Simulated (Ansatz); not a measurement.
Input for Ansatz (a program for electronic structure): R-CCSD(T)/cc-pV(T+d)Z on CH5AlS (SMILES C[S][AlH2]), a point of a torsion scan. Files ending in .json are basis or fitting sets from the Basis Set Exchange.

Ansatz 0.2 input:
```yaml
crystal:
  periodic: [false, false, false]
  atoms:
    - {symbol: C, position_ang: [1.34893174, 0.21968742, 0.11516580]}
    - {symbol: S, position_ang: [0.22266842, -1.05176483, 0.83299254]}
    - {symbol: Al, position_ang: [-1.61521158, -0.28073202, -0.07810748]}
    - {symbol: H, position_ang: [0.86700242, 0.73260390, -0.72043132]}
    - {symbol: H, position_ang: [2.23640081, -0.29813700, -0.23290557]}
    - {symbol: H, position_ang: [1.61509289, 0.92795214, 0.89347867]}
    - {symbol: H, position_ang: [-1.48184337, 0.43918667, -1.43786531]}
    - {symbol: H, position_ang: [-3.00633059, -0.41680373, 0.55969144]}
basis:
  gaussian:
    orbitals: cc-pV_T+d_Z.json
magnetization: {spin_polarized: false}
correlation: {method: ccsd_t, electrons: outside_noble_gas}
scf: {lower_state_search: off}
```

Problem. Predict the final total energy.

Solution. -680.7961 hartree (reference determinant -680.2944, T1 diagnostic 0.011).

Problem. How many basis functions does it have, and what does it roughly cost on one machine?

Solution. 178 functions; about 27 core-seconds (a rough figure).
